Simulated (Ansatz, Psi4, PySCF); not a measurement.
CHOS, charge +1, singlet, at a GFN2-xTB geometry. Base run: CAMB3LYP/def2-SVP (PySCF).

Geometry (Å):
```xyz
4

O     -0.3418     0.1010    -1.6870
C     -0.1312     0.0410    -0.5833
S      0.2759    -0.0947     0.9747
H     -0.8919     0.4618     1.4006
```
Charge +1, spin multiplicity 1.
All else is at PySCF's defaults.

The same geometry, method and basis name were run in Ansatz (an electronic-structure program) and Psi4 and PySCF, at each program's defaults and at the settings that a row names. The base is PySCF at its defaults. Differences at the defaults can come from grids, fitting, cores and function types together.

```tsv
code and settings	ΔE vs base (µEh)	basis functions	E (Eh)	SCF cycles
PySCF, defaults (exact integrals, its default grid, spherical functions)	0.0	51	-511.52927	10
Psi4, defaults (density fitting with its default set, its default grid, spherical functions)	-6.1	51	-511.52927	8
Ansatz, defaults (factorised integrals, its default grid, spherical functions)	0.9	51	-511.52927	-
PySCF, density fitting with def2-universal-jkfit	-7.0	51	-511.52927	10
PySCF, fine grid	0.9	51	-511.52927	10
Psi4, exact integrals, spherical functions, fine grid	1.0	51	-511.52926	12
Ansatz, high accuracy	0.9	51	-511.52927	-
```
